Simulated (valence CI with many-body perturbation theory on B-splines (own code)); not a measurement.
**In42+: electric-dipole lines**

Calculated by valence CI with perturbative core correlation (CI+MBPT): five valence electrons over a frozen Dirac-Fock core [He], a basis of 11 s, 11 p, 10 d, 8 f, 5 g, 2 h functions for each j, with the one-electron correlation potential Σ1, the two-electron term Σ2, the three-electron term Σ3, Breit, model QED; selected CI, second order for the rest, scaled by the run's own slope (own B-spline code, finite nucleus).

No measured spectrum was set against this ion. As an estimate, large intervals hold to a few tenths of a per cent, small ones and those within an open d or f shell to about a per cent. Among the levels kept, up to 7100 cm⁻¹ of a level comes from second order outside the variational space, and about a tenth of that is noise between levels of different J, which matters for small intervals.

Lines 1 to 50 of 600 in falling wavelength, among levels below 4696.1 eV, chosen from the strongest by gf and those to the six lowest levels. Wavelengths and rates use the calculated energies. Electric multipoles are in the length gauge, E1 and E2 with the static RPA response of the core. Weak lines are less certain than strong ones. Lines between different terms over intervals too small for the method are left out, as are lines whose strength nearly cancels. The highest levels of a list are the least certain.

Levels are named by their leading jj configuration (3d3/2^4 stands for four electrons in 3d with j = 3/2), which in mixed levels can hold well under half, so a name can repeat and another be missing. Letters in brackets count levels of one name in rising energy.

| λ vac (Å) | Upper | Lower | A (s⁻¹) | S (a.u.) with core polarisation | S without |
| --- | --- | --- | --- | --- | --- |
| 260.2 | (2s 2p1/2 2p3/2^2 3p1/2) J=7/2 | (2s 2p1/2 2p3/2^2 3s) J=5/2 [b] | 1.17e+09 | 8.12e-02 | 8.12e-02 |
| 249.3 | (2p1/2^2 2p3/2^2 3p1/2) J=5/2 | (2p1/2^2 2p3/2^2 3s) J=3/2 | 1.60e+09 | 7.35e-02 | 7.36e-02 |
| 233.6 | (2s 2p1/2 2p3/2^2 3p1/2) J=5/2 [d] | (2s 2p1/2 2p3/2^2 3s) J=5/2 [c] | 1.58e+09 | 5.96e-02 | 5.96e-02 |
| 229.7 | (2s^2 2p1/2 2p3/2 3p1/2) J=5/2 | (2s^2 2p1/2 2p3/2 3s) J=3/2 [b] | 1.78e+09 | 6.40e-02 | 6.40e-02 |
| 226.0 | (2s 2p1/2 2p3/2^2 3p1/2) J=5/2 [d] | (2s 2p1/2 2p3/2^2 3s) J=3/2 [c] | 2.06e+09 | 7.05e-02 | 7.06e-02 |
| 225.9 | (2p1/2^2 2p3/2^2 3p1/2) J=3/2 | (2p1/2^2 2p3/2^2 3s) J=5/2 | 3.36e+09 | 7.64e-02 | 7.64e-02 |
| 217.2 | (2s^2 2p1/2 2p3/2 3p1/2) J=5/2 | (2s^2 2p1/2 2p3/2 3s) J=5/2 | 2.08e+09 | 6.31e-02 | 6.31e-02 |
| 214.2 | (2p1/2^2 2p3/2^2 3p1/2) J=5/2 | (2p1/2^2 2p3/2^2 3s) J=5/2 | 2.73e+09 | 7.95e-02 | 7.95e-02 |
| 212.4 | (2s 2p1/2 2p3/2^2 3p1/2) J=3/2 [a] | (2s 2p1/2 2p3/2^2 3s) J=5/2 [a] | 3.16e+09 | 5.97e-02 | 5.97e-02 |
| 208.9 | (2s 2p1/2 2p3/2^2 3p1/2) J=7/2 | (2s 2p1/2 2p3/2^2 3s) J=7/2 | 2.04e+09 | 7.34e-02 | 7.35e-02 |
| 208.1 | (2s 2p1/2^2 2p3/2 3p1/2) J=3/2 [a] | (2s 2p1/2^2 2p3/2 3s) J=5/2 | 3.69e+09 | 6.57e-02 | 6.57e-02 |
| 193.2 | (2s^2 2p3/2^2 3p1/2) J=3/2 | (2s^2 2p3/2^2 3s) J=5/2 | 3.49e+09 | 4.96e-02 | 4.97e-02 |
| 191.4 | (2s^2 2p3/2^2 3p1/2) J=5/2 | (2s^2 2p3/2^2 3s) J=3/2 | 3.01e+09 | 6.24e-02 | 6.25e-02 |
| 188.6 | (2s 2p1/2 2p3/2^2 3d3/2) J=9/2 | (2s 2p1/2 2p3/2^2 3p3/2) J=9/2 | 1.63e+09 | 5.38e-02 | 5.39e-02 |
| 183.3 | (2s^2 2p3/2^2 3p1/2) J=5/2 | (2s^2 2p3/2^2 3s) J=5/2 | 2.59e+09 | 4.72e-02 | 4.72e-02 |
| 175.9 | (2s 2p1/2 2p3/2^2 3p1/2) J=5/2 [b] | (2s 2p1/2 2p3/2^2 3s) J=5/2 [a] | 3.07e+09 | 4.94e-02 | 4.95e-02 |
| 175.8 | (2s 2p3/2^3 3p1/2) J=3/2 [a] | (2s 2p3/2^3 3s) J=5/2 | 5.01e+09 | 5.37e-02 | 5.37e-02 |
| 173.7 | (2s 2p1/2 2p3/2^2 3d3/2) J=7/2 [a] | (2s 2p1/2 2p3/2^2 3p3/2) J=7/2 [a] | 2.27e+09 | 4.69e-02 | 4.69e-02 |
| 167.9 | (2s 2p3/2^3 3p1/2) J=5/2 | (2s 2p3/2^3 3s) J=5/2 | 3.20e+09 | 4.49e-02 | 4.49e-02 |
| 164.7 | (2s^2 2p3/2^2 3d5/2) J=5/2 [a] | (2s^2 2p3/2^2 3p3/2) J=3/2 [a] | 4.37e+09 | 5.78e-02 | 5.78e-02 |
| 162.2 | (2s 2p1/2^2 2p3/2 3d5/2) J=5/2 [a] | (2s 2p1/2^2 2p3/2 3p3/2) J=5/2 [a] | 3.41e+09 | 4.30e-02 | 4.30e-02 |
| 161.9 | (2s 2p1/2 2p3/2^2 3p1/2) J=5/2 [c] | (2s 2p1/2 2p3/2^2 3s) J=7/2 | 6.65e+09 | 8.36e-02 | 8.36e-02 |
| 161.5 | (2s 2p1/2^2 2p3/2 3d5/2) J=9/2 | (2s 2p1/2^2 2p3/2 3p3/2) J=7/2 | 1.04e+10 | 2.17e-01 | 2.17e-01 |
| 161.0 | (2s 2p1/2 2p3/2^2 3p1/2) J=3/2 [d] | (2s 2p1/2 2p3/2^2 3s) J=5/2 [c] | 5.93e+09 | 4.89e-02 | 4.89e-02 |
| 160.2 | (2s 2p1/2 2p3/2^2 3d5/2) J=9/2 [a] | (2s 2p1/2 2p3/2^2 3p3/2) J=7/2 [a] | 1.01e+10 | 2.05e-01 | 2.05e-01 |
| 160.2 | (2s 2p1/2 2p3/2^2 3d5/2) J=11/2 | (2s 2p1/2 2p3/2^2 3p3/2) J=9/2 | 1.06e+10 | 2.57e-01 | 2.57e-01 |
| 158.9 | (2s^2 2p3/2^2 3d3/2) J=7/2 | (2s^2 2p3/2^2 3p3/2) J=7/2 | 2.59e+09 | 4.10e-02 | 4.10e-02 |
| 158.7 | (2s^2 2p1/2 2p3/2 3p1/2) J=3/2 [b] | (2s^2 2p1/2 2p3/2 3s) J=5/2 | 7.05e+09 | 5.56e-02 | 5.56e-02 |
| 158.4 | (2s 2p1/2 2p3/2^2 3d5/2) J=7/2 [b] | (2s 2p1/2 2p3/2^2 3p3/2) J=5/2 [b] | 5.73e+09 | 8.98e-02 | 8.99e-02 |
| 158.0 | (2s 2p1/2 2p3/2^2 3d5/2) J=7/2 [e] | (2s 2p1/2 2p3/2^2 3p3/2) J=5/2 [e] | 8.46e+09 | 1.32e-01 | 1.32e-01 |
| 157.7 | (2s 2p1/2^2 2p3/2 3d5/2) J=3/2 [b] | (2s 2p1/2^2 2p3/2 3p3/2) J=1/2 [b] | 6.75e+09 | 5.23e-02 | 5.23e-02 |
| 156.5 | (2s 2p1/2 2p3/2^2 3d5/2) J=5/2 [c] | (2s 2p1/2 2p3/2^2 3p3/2) J=3/2 [c] | 7.44e+09 | 8.44e-02 | 8.44e-02 |
| 155.8 | (2s 2p1/2 2p3/2^2 3d5/2) J=9/2 [b] | (2s 2p1/2 2p3/2^2 3p3/2) J=7/2 [b] | 9.06e+09 | 1.69e-01 | 1.69e-01 |
| 155.4 | (2s 2p1/2 2p3/2^2 3d5/2) J=7/2 [d] | (2s 2p1/2 2p3/2^2 3p3/2) J=5/2 [d] | 8.13e+09 | 1.20e-01 | 1.20e-01 |
| 154.6 | (2s^2 2p1/2 2p3/2 3d3/2) J=7/2 | (2s^2 2p1/2 2p3/2 3p3/2) J=5/2 [a] | 2.64e+09 | 3.85e-02 | 3.85e-02 |
| 154.3 | (2s 2p1/2^2 2p3/2 3d5/2) J=5/2 [b] | (2s 2p1/2^2 2p3/2 3p3/2) J=3/2 [b] | 9.17e+09 | 9.98e-02 | 9.98e-02 |
| 154.2 | (2s 2p1/2 2p3/2^2 3d5/2) J=5/2 [b] | (2s 2p1/2 2p3/2^2 3p3/2) J=5/2 [b] | 4.72e+09 | 5.13e-02 | 5.13e-02 |
| 153.5 | (2s 2p1/2 2p3/2^2 3d5/2) J=5/2 [f] | (2s 2p1/2 2p3/2^2 3p3/2) J=3/2 [f] | 8.18e+09 | 8.75e-02 | 8.75e-02 |
| 152.6 | (2s^2 2p1/2 2p3/2 3d5/2) J=9/2 | (2s^2 2p1/2 2p3/2 3p3/2) J=7/2 | 1.14e+10 | 1.99e-01 | 1.99e-01 |
| 152.1 | (2s 2p1/2^2 2p3/2 3d5/2) J=7/2 [b] | (2s 2p1/2^2 2p3/2 3p3/2) J=5/2 [b] | 1.22e+10 | 1.69e-01 | 1.69e-01 |
| 152.1 | (2s 2p1/2 2p3/2^2 3d5/2) J=7/2 [a] | (2s 2p1/2 2p3/2^2 3p3/2) J=5/2 [a] | 8.27e+09 | 1.15e-01 | 1.15e-01 |
| 151.9 | (2s 2p1/2 2p3/2^2 3d5/2) J=9/2 [c] | (2s 2p1/2 2p3/2^2 3p3/2) J=7/2 [c] | 1.20e+10 | 2.08e-01 | 2.08e-01 |
| 151.3 | (2s^2 2p1/2^2 3d5/2) J=5/2 | (2s^2 2p1/2^2 3p3/2) J=3/2 | 1.05e+10 | 1.07e-01 | 1.07e-01 |
| 150.8 | (2s^2 2p3/2^2 3d5/2) J=7/2 | (2s^2 2p3/2^2 3p3/2) J=5/2 | 8.46e+09 | 1.14e-01 | 1.14e-01 |
| 150.4 | (2s 2p1/2 2p3/2^2 3d5/2) J=7/2 [c] | (2s 2p1/2 2p3/2^2 3p3/2) J=5/2 [c] | 1.11e+10 | 1.49e-01 | 1.49e-01 |
| 149.9 | (2s 2p1/2^2 2p3/2 3d5/2) J=7/2 [a] | (2s 2p1/2^2 2p3/2 3p3/2) J=5/2 [a] | 8.42e+09 | 1.12e-01 | 1.12e-01 |
| 149.8 | (2s 2p1/2 2p3/2^2 3d5/2) J=5/2 [e] | (2s 2p1/2 2p3/2^2 3p3/2) J=3/2 [e] | 8.41e+09 | 8.37e-02 | 8.37e-02 |
| 149.5 | (2s^2 2p3/2^2 3d5/2) J=9/2 | (2s^2 2p3/2^2 3p3/2) J=7/2 | 1.13e+10 | 1.86e-01 | 1.86e-01 |
| 148.9 | (2s 2p1/2 2p3/2^2 3d5/2) J=5/2 [d] | (2s 2p1/2 2p3/2^2 3p3/2) J=3/2 [d] | 7.88e+09 | 7.71e-02 | 7.71e-02 |
| 148.7 | (2s^2 2p3/2^2 3d5/2) J=5/2 [b] | (2s^2 2p3/2^2 3p3/2) J=3/2 [b] | 1.04e+10 | 1.01e-01 | 1.01e-01 |
